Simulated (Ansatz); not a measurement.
The inner images of a band of CH7AlN2 (11 atoms, charge 0, multiplicity 1) are given out of order.

Method: RKS PBE0/def2-SVP in Ansatz 0.2.0.

Initial state:

```xyz
11
Properties=species:S:1:pos:R:3
N -1.132 1.458 0.205
C 0.033 0.809 -0.357
N 0.506 -0.238 0.510
Al 0.801 -1.958 0.164
H -1.375 2.294 -0.322
H -1.937 0.834 0.176
H 0.800 1.596 -0.493
H -0.125 0.363 -1.362
H 0.646 0.124 1.451
H 0.495 -2.484 -1.304
H 1.352 -2.855 1.352
```

Final state:

```xyz
11
Properties=species:S:1:pos:R:3
N -1.208 1.464 -0.300
C 0.056 0.812 -0.534
N 0.499 -0.147 0.463
Al 0.711 -1.909 0.311
H -1.172 2.030 0.545
H -1.938 0.769 -0.152
H 0.815 1.607 -0.662
H -0.003 0.285 -1.501
H 0.716 0.303 1.350
H 0.370 -2.574 -1.090
H 1.220 -2.697 1.591
```

**Question.** Put them in order from the first end to the last, with their energies above the first end.
A.
```xyz
11
Properties=species:S:1:pos:R:3
N -1.217 1.457 -0.298
C 0.016 0.758 -0.497
N 0.452 -0.192 0.516
Al 0.792 -1.932 0.319
H -1.172 2.311 0.243
H -2.017 0.886 -0.052
H 0.788 1.533 -0.659
H -0.049 0.193 -1.444
H 0.614 0.252 1.418
H 0.530 -2.587 -1.105
H 1.329 -2.737 1.580
```
B.
```xyz
11
Properties=species:S:1:pos:R:3
N -1.193 1.409 -0.087
C 0.013 0.759 -0.459
N 0.509 -0.214 0.500
Al 0.818 -1.952 0.283
H -1.213 2.391 0.127
H -2.070 0.912 -0.093
H 0.765 1.552 -0.630
H -0.084 0.227 -1.426
H 0.633 0.213 1.416
H 0.533 -2.586 -1.146
H 1.356 -2.769 1.535
```
C.
```xyz
11
Properties=species:S:1:pos:R:3
N -1.207 1.475 -0.361
C 0.033 0.766 -0.547
N 0.439 -0.157 0.499
Al 0.751 -1.908 0.363
H -1.136 2.164 0.384
H -1.957 0.834 -0.109
H 0.815 1.529 -0.715
H -0.035 0.188 -1.484
H 0.607 0.317 1.384
H 0.496 -2.590 -1.048
H 1.262 -2.675 1.655
```
D.
```xyz
11
Properties=species:S:1:pos:R:3
N -1.175 1.393 0.117
C 0.007 0.769 -0.417
N 0.534 -0.230 0.485
Al 0.827 -1.965 0.246
H -1.240 2.392 -0.019
H -2.048 0.929 -0.109
H 0.751 1.570 -0.593
H -0.139 0.279 -1.402
H 0.650 0.176 1.411
H 0.526 -2.580 -1.187
H 1.374 -2.790 1.488
```
E.
```xyz
11
Properties=species:S:1:pos:R:3
N -1.154 1.431 0.187
C 0.013 0.789 -0.378
N 0.518 -0.241 0.492
Al 0.820 -1.969 0.202
H -1.296 2.361 -0.196
H -2.000 0.891 0.018
H 0.768 1.584 -0.534
H -0.153 0.332 -1.376
H 0.655 0.138 1.428
H 0.511 -2.554 -1.242
H 1.382 -2.818 1.420
```

**Answer.** E (+0.3 kcal/mol), D (+1.3 kcal/mol), B (+3.3 kcal/mol), A (+0.7 kcal/mol), C (-0.7 kcal/mol).

Time of the run: 77 s on 2 threads of Arm Neoverse V1, on a shared host, peak memory 0.19 GiB.
